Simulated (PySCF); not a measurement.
# Electron correlation in Kr (krypton, neutral)

[Kr], closed-shell 1S. Calculation: PySCF 2.14, in jorge-DZP-DKH (8s6p2d1f, 43 functions); the spin-free X2C one-electron Hamiltonian (Gaussian nucleus). Frozen: [Ar] 3d10; 8 electrons correlated.

MP2 pair energies summed by pair of shells (mhartree):

```csv
pair,energy,share (%)
4p-4p,-31.29,61.1
4s-4p,-16.50,32.2
4s-4s,-3.42,6.7
```

Total MP2 correlation energy: -51.21 mhartree.

Same-spin part -12.14 and opposite-spin part -39.07 mhartree; SCS-MP2 scales them by 1/3 and 6/5 to -50.93 mhartree.

```tsv
level	correlation energy (mhartree)
CCSD	-57.35
(T)	-0.50
CCSD(T)	-57.85
```

Diagnostics: T1 = 0.00088, D1 = 0.0014, largest double amplitude 0.032.

Problem. Is a single reference adequate?

Solution. Yes, within this model without spin-orbit coupling: T1 lies below 0.03 and no double amplitude reaches 0.07.
